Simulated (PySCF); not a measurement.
HOSi, neutral, multiplicity 2. Atoms are numbered in the order given.

```xyz
3

Si    -0.0159     0.6751     0.0000
O      0.1158    -0.9918     0.0000
H     -0.7042    -1.5172     0.0000
```
Charge 0, spin multiplicity 2.

Geometry optimised at PBE-D3(BJ)/def2-TZVPD.

Calculation: M06-2X/def2-TZVPD (PySCF).

Gas-phase values at a fixed geometry.

The total energy comes out as -365.27732 hartree. The point group comes out as Cs and the α spin, highest occupied and lowest empty level comes out as -5.42 and -1.33 eV. The β spin, highest occupied and lowest empty level is -9.70 and -1.18 eV and the dipole moment is 1.34 D. The quadrupole, principal values (traceless, Buckingham form, about the centre of nuclear charge) is -5.11, 1.95, 3.16 D·Å and the mean static polarisability is 40.2 bohr³ (5.96 Å³). The polarisability, principal values comes out as 34.5, 39.5, 46.6 bohr³ and the ⟨S²⟩ is 0.754 (pure state 0.75).
